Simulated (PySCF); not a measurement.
Cartesian coordinates in Å; atom numbers follow the order of the lines, from 1:
```xyz
17

C    -0.407   -1.213   -1.419
Si   -0.001   -0.001   -0.002
C     0.008    1.786   -0.675
C    -1.320   -0.155    1.370
C     1.716   -0.416    0.722
H    -1.380   -1.004   -1.853
H    -0.419   -2.242   -1.070
H     0.327   -1.148   -2.217
H     0.242    2.502    0.106
H    -0.958    2.058   -1.089
H     0.746    1.908   -1.462
H    -2.312    0.075    0.994
H    -1.351   -1.160    1.779
H    -1.117    0.526    2.192
H     1.746   -1.426    1.117
H     2.493   -0.337   -0.033
H     1.977    0.259    1.531
```

Geometry: GFN2-xTB; GIAO absolute shieldings from PySCF, gas phase, non-relativistic, averaged over equivalent atoms.

At HCTH407/MINI (41 basis functions, 4.2 s wall time on 1 thread of an Intel Xeon, shared host):
```tsv
atoms	σ (ppm)
C1/C3/C4/C5	217.8
Si2	607.7
H6/H7/H8/H9/H10/H11/H12/H13/H14/H15/H16/H17	30.67
```

Q: Predict the values at wB97X-D/MINI on the same geometry.

A: 
```json
{"atoms": "C1/C3/C4/C5", "σ at wB97X-D/MINI": "226.4", "change": "+8.6"}
{"atoms": "Si2", "σ at wB97X-D/MINI": "621.0", "change": "+13.3"}
{"atoms": "H6/H7/H8/H9/H10/H11/H12/H13/H14/H15/H16/H17", "σ at wB97X-D/MINI": "30.76", "change": "+0.09"}
```

The largest change is at Si2 (silicon bonded to 4 C). Cost: 41 basis functions, 4 s wall time on 1 thread of an Intel Xeon, shared host.
